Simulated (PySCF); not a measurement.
Compound: CH10SSi3.
Z-matrix (Å and degrees, PBE0-D3(BJ)/def2-SVP geometry), rows numbered from 1:
```
C 
S   1  1.8224
Si  2  2.1509  1  101.25
Si  3  2.3443  2  105.12  1  -179.50
Si  3  2.3478  2  110.65  1    61.92
H   1  1.0991  2  111.28  3    61.11
H   1  1.0986  2  106.53  3   179.57
H   1  1.0990  2  111.61  3   -61.91
H   3  1.5008  2  110.89  1   -60.02
H   4  1.4956  3  109.45  2  -178.78
H   4  1.4942  3  110.78  2    60.75
H   4  1.4944  3  109.06  2   -59.71
H   5  1.4965  3  111.24  2   -58.37
H   5  1.4949  3  108.93  2    61.39
H   5  1.4966  3  110.56  2  -178.84
```

Computed with PySCF at CAM-B3LYP/def2-SVPD, non-relativistic, on one gas-phase PBE0-D3(BJ)/def2-SVP geometry that isn't relaxed in the solvent. The solvent is an IEF-PCM continuum (van der Waals radii × 1.2), and excitations are vertical TDDFT with non-equilibrium linear response and a frozen core. Specific hydrogen bonds and non-electrostatic terms are outside this model.

Gas-phase singlets (H = HOMO, L = LUMO):

```
state  E (eV)  λ (nm)      f  leading configuration
   S1   5.316     233  0.015                H→L 74%
   S2   5.617     221  0.003              H→L+1 38%
   S3   6.190     200  0.025              H→L+2 52%
   S4   6.473     192  0.017              H→L+3 90%
   S5   6.500     191  0.025              H→L+4 72%
```

Q: Give the list for chloroform (ε = 4.711), n² = 2.09.

A: 
```json
{"state": "S1", "E (eV)": "5.376", "λ (nm)": "231", "f": "0.024", "leading configuration": "H→L 76%", "change by rank (eV)": "+0.060"}
{"state": "S2", "E (eV)": "5.689", "λ (nm)": "218", "f": "0.005", "leading configuration": "H→L+1 38%", "change by rank (eV)": "+0.072"}
{"state": "S3", "E (eV)": "6.256", "λ (nm)": "198", "f": "0.048", "leading configuration": "H→L+2 50%", "change by rank (eV)": "+0.066"}
{"state": "S4", "E (eV)": "6.532", "λ (nm)": "190", "f": "0.072", "leading configuration": "H→L+3 53%", "change by rank (eV)": "+0.059"}
{"state": "S5", "E (eV)": "6.569", "λ (nm)": "189", "f": "0.029", "leading configuration": "H-1→L 65%", "change by rank (eV)": "+0.069"}
```

Q: The ground-state energy changes by -0.073 eV from gas to chloroform. By how much does the total energy of gas-phase S1 change?

A: E(S1) = E(S0) + excitation energy, so it changes by -0.073 + 0.060 = -0.013 eV: it is lowered less than the ground state, which is what a blue shift means. This is the vertical state, with the slow part of the continuum still set for S0.

Q: How do the frontier levels move from gas to chloroform?

A: 
```tsv
orbital	gas (eV)	solvent (eV)	change (eV)	Löwdin shares, gas	Löwdin shares, solvent
LUMO+2	0.95	1.03	+0.08	Si4 25 %, Si3 16 %, S2 16 %, H10 9 %	Si4 26 %, S2 17 %, Si3 14 %, H10 9 %
LUMO+1	0.76	0.89	+0.13	S2 22 %, Si5 19 %, Si3 11 %, Si4 9 %	S2 22 %, Si5 20 %, Si3 12 %, Si4 9 %
LUMO	0.50	0.60	+0.10	Si3 24 %, S2 18 %, Si5 16 %, Si4 14 %	Si3 24 %, S2 20 %, Si5 15 %, Si4 14 %
HOMO	-8.09	-8.08	+0.01	S2 62 %, Si3 11 %, C1 9 %, Si5 8 %	S2 60 %, Si3 12 %, C1 9 %, Si5 8 %
HOMO-1	-9.33	-9.24	+0.09	Si3 28 %, Si4 22 %, S2 14 %, Si5 13 %	Si3 28 %, Si4 23 %, S2 13 %, Si5 12 %
HOMO-2	-9.78	-9.72	+0.06	S2 43 %, Si3 21 %, Si4 9 %, C1 9 %	S2 43 %, Si3 20 %, C1 9 %, Si4 8 %
HOMO-3	-10.47	-10.38	+0.09	Si3 24 %, S2 17 %, H9 16 %, Si5 13 %	Si3 24 %, S2 18 %, H9 16 %, Si5 13 %
```

The HOMO–LUMO gap goes from 8.59 to 8.67 eV.
